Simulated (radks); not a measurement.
The mean radii <r> (bohr) of the occupied orbitals of an atom or ion are listed with their occupations. Calculated with a radial shooting solver on a logarithmic mesh with Libxc functionals: scalar-relativistic Kohn-Sham, LDA (Slater exchange, Perdew-Wang correlation), spin-polarised, spherical densities, point nucleus.

orbital  occ.      <r>
1s up       1  0.03114
1s down     1  0.03114
2s up       1   0.1350
2s down     1   0.1350
2p up       3   0.1177
2p down     3   0.1177
3s up       1   0.3680
3s down     1   0.3680
3p up       3   0.3665
3p down     3   0.3665
3d up       5   0.3433
3d down     5   0.3432
4s up       1   0.8513
4s down     1   0.8503
4p up       3   0.8992
4p down     3   0.8974
5s up       1    1.666

Name the element and its charge. Open shells, if any, are filled with parallel spins first.

Answer. Z = 47, silver, charge +10: Ag10+ in [Kr] 5s1. The 1s radius gives Z: for a bare nucleus <r> = (2 gamma + 1)/(2Z) with gamma = sqrt(1 - (Z/c)^2), 0.03062 bohr for Z = 47, and screening makes it slightly larger (0.03114 here). The occupations add up to 37, and the charge is Z minus that.
